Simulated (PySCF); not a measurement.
AsFH₄O₂Si, SMILES F[Si]([AsH2])(O)O.

Geometry: B3LYP-D3(BJ)/def2-SVP. This is a generated structure with no PubChem entry under its InChIKey; it may be hypothetical. The values are those of a single conformer.

All values below come from PySCF with PBE0/def2-TZVP.

Isolated molecule, no solvent.

Computed frontier levels, gap, dipole moment and polarisability:
```
Property                                                                                                        Value
---------------------------------------------------------------------------------------------  ----------------------
highest occupied level                                                                                       -7.80 eV
lowest empty level                                                                                            0.18 eV
orbital gap                                                                                                   7.98 eV
dipole moment                                                                                                  1.25 D
quadrupole, principal values (traceless, Buckingham form, about the centre of nuclear charge)   -6.99, 2.45, 4.53 D·Å
mean static polarisability                                                                       60.8 bohr³ (9.01 Å³)
polarisability, principal values                                                               53.5, 57.1, 71.7 bohr³
```
